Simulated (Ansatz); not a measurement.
`C=NC[SiH3]` and `C=NC[O][SbH2]` differ in one atom or group.

Ansatz, PBE0-D4/def2-TZVP geometries, multiplicity 1. Each molecule was computed in one conformer, which needn't be the lowest.

Elements past krypton have def2 core potentials.

```csv
property,`C=NC[SiH3]`
size of the dipole moment (ωB97M-V/def2-TZVPP) / D,1.54
LUMO energy (ωB97M-V/def2-TZVPP) / eV,1.66
LUMO energy (B3LYP/def2-TZVPP) / eV,-0.76
HOMO energy (ωB97M-V/def2-TZVPP) / eV,-9.88
size of the dipole moment (B3LYP/def2-TZVPP) / D,1.48
LUMO energy (PBE0/def2-TZVPP) / eV,-0.50
```

Question: Give the same properties after the change, and the shifts. (Estimate.)

Answer: Ansatz gave: 
| property | `C=NC[O][SbH2]` | shift |
| --- | --- | --- |
| size of the dipole moment (ωB97M-V/def2-TZVPP) / D | 1.98 | 0.44 |
| LUMO energy (ωB97M-V/def2-TZVPP) / eV | 0.47 | -1.19 |
| LUMO energy (B3LYP/def2-TZVPP) / eV | -1.51 | -0.75 |
| HOMO energy (ωB97M-V/def2-TZVPP) / eV | -9.68 | 0.20 |
| size of the dipole moment (B3LYP/def2-TZVPP) / D | 1.89 | 0.41 |
| LUMO energy (PBE0/def2-TZVPP) / eV | -1.28 | -0.78 |

With PBE0 the HOMO rises by 0.13 eV and the LUMO falls by 0.78 eV, so the gap narrows by about 0.91 eV. PBE moves the HOMO by 0.13 eV and ωB97M-V by 0.20 eV. Dipoles are sizes alone; their direction can turn.

B3LYP here is the variant with VWN-RPA as its local correlation; programs differ in this.

Spin–orbit coupling is left out; it splits and shifts lone-pair levels of the heavy atoms by tenths of an eV.
